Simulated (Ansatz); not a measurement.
Basis sets compared for Te₄Pt. Charge 0, multiplicity 1. Geometry B3LYP-D4/def2-SVP. Ansatz on 4 threads of Arm Neoverse V1 on a shared host; times are rough, and most runs start from earlier orbitals.

| atom | x (Å) | y (Å) | z (Å) |
| --- | --- | --- | --- |
| Pt1 | -0.570 | -0.464 | -0.299 |
| Te2 | 0.281 | 1.010 | 1.862 |
| Te3 | 1.866 | 0.738 | -0.736 |
| Te4 | 0.527 | -0.866 | -2.572 |
| Te5 | -2.104 | -0.418 | 1.745 |

In the def2 sets Pt, Te take a core potential; there is no spin–orbit coupling. The restricted singlet is unstable towards broken spin symmetry in Hartree–Fock (as tested in another run); at PBE-D4/def2-SVP, PBE-D4/def2-TZVP, PBE0-D4/def2-SVP, PBE0-D4/def2-TZVP this wasn't settled. No other spin state of charge 0 was run. The structure comes from a short search, and lower isomers may exist.

Binding counts from free atoms (Pt triplet, Te triplet) in the same basis, without a counterpoise term.

```tsv
level	functions	energy (Eh)	HOMO (eV)	LUMO (eV)	binding per atom (eV)	wall time
PBE-D4/def2-SVP	136	-1191.6249	-5.14	-4.80	2.58	2.2 s
PBE0-D4/def2-SVP	136	-1191.6013	-5.98	-4.66	2.22	4.4 s
```

Question: Estimate the rows for PBE-D4/def2-TZVP (with forces), PBE0-D4/def2-TZVP.

Answer: 
| level | functions | energy (Eh) | HOMO (eV) | LUMO (eV) | binding per atom (eV) | wall time |
| --- | --- | --- | --- | --- | --- | --- |
| PBE-D4/def2-TZVP (with forces) | 240 | -1191.6878 | -5.15 | -4.82 | 2.69 | 4.9 s |
| PBE0-D4/def2-TZVP | 240 | -1191.6631 | -5.96 | -4.64 | 2.34 | 13 s |
